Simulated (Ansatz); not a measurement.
Ansatz (a first-principles code) input for Cl3HSeSn, SMILES [Cl][Sn]([Cl])([Cl])[SeH], B3LYP-D3(BJ)/def2-SVP. 

Ansatz 0.2 input:
```yaml
crystal:
  periodic: [false, false, false]
  atoms:
    - {symbol: Cl, position_ang: [-1.48334065, 0.61768679, 1.89736076]}
    - {symbol: Sn, position_ang: [-0.32291848, 0.08666331, -0.05294981]}
    - {symbol: Cl, position_ang: [-0.31378650, 1.99578796, -1.40630939]}
    - {symbol: Cl, position_ang: [-1.57984209, -1.54693695, -1.14016326]}
    - {symbol: Se, position_ang: [2.08510955, -0.67476730, 0.40970345]}
    - {symbol: H, position_ang: [2.66067681, 0.47778066, -0.24752403]}
basis:
  gaussian:
    orbitals: def2-SVP
hamiltonian:
  xc: b3lyp
  dispersion: d3bj
relax: {f_tol: 0.002, max_steps: 200}
```

Output:

```
WARN ansatz: RAYON_NUM_THREADS=1 ignored (pool sized by the plan → 1); use --threads N
Functional definition: B3LYP
integrals: 0.07 GiB planned
1256 factors; integrals over basis functions are off by at most 2.4e-4 eV
mean field: 0.84 GiB planned
mean field evaluation 1: about -108752.2424 eV, gradient 2.4e1 eV
mean field evaluation 2: about -108750.5527 eV, gradient 3.5e1 eV
mean field evaluation 4: about -108753.7889 eV, gradient 5.2e-1 eV
mean field evaluation 8: about -108753.8220 eV, gradient 7.2e-2 eV
mean field evaluation 16: about -108753.8220 eV, gradient 5.4e-5 eV
mean field -108753.82199954 eV, -3996.6292424951 hartree, gradient 5.4e-5 eV, S^2 0.000000; 0 other end points of the search recorded, 0 dependent functions left out
the calculation of the forces begins
reference -108753.82225765 eV, -3996.6292519802 hartree; 54, 54 occupied and 63, 63 virtual orbitals, 1256 factors
relax step   1: F+E_penalty+E_count = -108754.32474057 eV  Δ(F+E_penalty+E_count) = +0.000e0 eV  max|allowed force component| = 6.205e-1 eV/Å  Δτ_max = 0.0000 Å  (27 SCF iters, accepted)
these checks for a lower state are left out or cut short: starts, cluster_reference, orbital_swaps, neighbouring_geometries, increment
integrals: 0.07 GiB planned
1256 factors; integrals over basis functions are off by at most 2.3e-4 eV
mean field: 0.84 GiB planned
mean field -108753.81540151 eV, -3996.6290000217 hartree, gradient 1.1e-5 eV, S^2 0.000000; 0 other end points of the search recorded, 0 dependent functions left out
the calculation of the forces begins
reference -108753.81565828 eV, -3996.6290094579 hartree; 54, 54 occupied and 63, 63 virtual orbitals, 1256 factors
relax step   2: F+E_penalty+E_count = -108754.32453891 eV  Δ(F+E_penalty+E_count) = +2.017e-4 eV  max|allowed force component| = 6.114e-1 eV/Å  Δτ_max = 0.1896 Å  (29 SCF iters, rejected (line search))
these checks for a lower state are left out or cut short: starts, cluster_reference, orbital_swaps, neighbouring_geometries, increment
integrals: 0.07 GiB planned
1256 factors; integrals over basis functions are off by at most 2.3e-4 eV
mean field: 0.84 GiB planned
mean field -108753.85133682 eV, -3996.6303206202 hartree, gradient 5.4e-6 eV, S^2 0.000000; 0 other end points of the search recorded, 0 dependent functions left out
the calculation of the forces begins
reference -108753.85159442 eV, -3996.6303300866 hartree; 54, 54 occupied and 63, 63 virtual orbitals, 1256 factors
relax step   3: F+E_penalty+E_count = -108754.35605634 eV  Δ(F+E_penalty+E_count) = -3.132e-2 eV  max|allowed force component| = 7.943e-2 eV/Å  Δτ_max = 0.0924 Å  (30 SCF iters, accepted)
these checks for a lower state are left out or cut short: starts, cluster_reference, orbital_swaps, neighbouring_geometries, increment
integrals: 0.07 GiB planned
1256 factors; integrals over basis functions are off by at most 2.3e-4 eV
mean field: 0.84 GiB planned
mean field evaluation 32: about -108753.8218 eV, gradient 1.2e-3 eV
mean field -108753.85228002 eV, -3996.6303552819 hartree, gradient 5.1e-6 eV, S^2 0.000000; 0 other end points of the search recorded, 0 dependent functions left out
the calculation of the forces begins
reference -108753.85253758 eV, -3996.6303647473 hartree; 54, 54 occupied and 63, 63 virtual orbitals, 1256 factors
relax step   4: F+E_penalty+E_count = -108754.35701601 eV  Δ(F+E_penalty+E_count) = -9.597e-4 eV  max|allowed force component| = 3.632e-2 eV/Å  Δτ_max = 0.0168 Å  (31 SCF iters, accepted)
these checks for a lower state are left out or cut short: starts, cluster_reference, orbital_swaps, neighbouring_geometries, increment
integrals: 0.07 GiB planned
1256 factors; integrals over basis functions are off by at most 2.3e-4 eV
mean field: 0.84 GiB planned
mean field -108753.85266891 eV, -3996.6303695733 hartree, gradient 5.1e-6 eV, S^2 0.000000; 0 other end points of the search recorded, 0 dependent functions left out
the calculation of the forces begins
reference -108753.85292638 eV, -3996.6303790353 hartree; 54, 54 occupied and 63, 63 virtual orbitals, 1256 factors
relax step   5: F+E_penalty+E_count = -108754.35750338 eV  Δ(F+E_penalty+E_count) = -4.874e-4 eV  max|allowed force component| = 1.840e-2 eV/Å  Δτ_max = 0.0210 Å  (31 SCF iters, accepted)
these checks for a lower state are left out or cut short: starts, cluster_reference, orbital_swaps, neighbouring_geometries, increment
integrals: 0.07 GiB planned
1256 factors; integrals over basis functions are off by at most 2.3e-4 eV
mean field: 0.84 GiB planned
mean field -108753.85260344 eV, -3996.6303671674 hartree, gradient 4.9e-5 eV, S^2 0.000000; 0 other end points of the search recorded, 0 dependent functions left out
the calculation of the forces begins
reference -108753.85286089 eV, -3996.6303766287 hartree; 54, 54 occupied and 63, 63 virtual orbitals, 1256 factors
relax step   6: F+E_penalty+E_count = -108754.35752039 eV  Δ(F+E_penalty+E_count) = -1.701e-5 eV  max|allowed force component| = 2.127e-3 eV/Å  Δτ_max = 0.0021 Å  (21 SCF iters, accepted)
these checks for a lower state are left out or cut short: starts, cluster_reference, orbital_swaps, neighbouring_geometries, increment
integrals: 0.07 GiB planned
1256 factors; integrals over basis functions are off by at most 2.3e-4 eV
mean field: 0.84 GiB planned
mean field -108753.85258477 eV, -3996.6303664813 hartree, gradient 1.4e-5 eV, S^2 0.000000; 0 other end points of the search recorded, 0 dependent functions left out
the calculation of the forces begins
reference -108753.85284222 eV, -3996.6303759425 hartree; 54, 54 occupied and 63, 63 virtual orbitals, 1256 factors
relax step   7: F+E_penalty+E_count = -108754.35752080 eV  Δ(F+E_penalty+E_count) = -4.128e-7 eV  max|allowed force component| = 7.603e-5 eV/Å  Δτ_max = 0.0005 Å  (19 SCF iters, accepted)
integrals: 0.07 GiB planned
1256 factors; integrals over basis functions are off by at most 2.3e-4 eV
mean field: 0.84 GiB planned
mean field evaluation 64: about -108753.8526 eV, gradient 2.7e-3 eV
mean field -108753.85258477 eV, -3996.6303664813 hartree, gradient 1.4e-5 eV, S^2 0.000000; 1 other end points of the search recorded, 0 dependent functions left out
the calculation of the forces begins
reference -108753.85284222 eV, -3996.6303759425 hartree; 54, 54 occupied and 63, 63 virtual orbitals, 1256 factors
Total energy: -108754.35777826 eV, -3996.6489319996 hartree
Atom 0 at    -1.480097     0.619452     1.913003 Å, force     0.000006    -0.000015    -0.000032 eV/Å
Atom 1 at    -0.301111     0.076701    -0.044137 Å, force    -0.000015     0.000011    -0.000022 eV/Å
Atom 2 at    -0.230492     1.995528    -1.400068 Å, force     0.000048    -0.000076     0.000034 eV/Å
Atom 3 at    -1.568919    -1.566969    -1.140526 Å, force    -0.000007     0.000033     0.000039 eV/Å
Atom 4 at     2.070233    -0.691320     0.409849 Å, force     0.000005     0.000030    -0.000060 eV/Å
Atom 5 at     2.556285     0.522823    -0.278004 Å, force    -0.000037     0.000017     0.000041 eV/Å
Dipole moment:     0.446995    -0.038658     0.026862 e Å
```

The run converged.
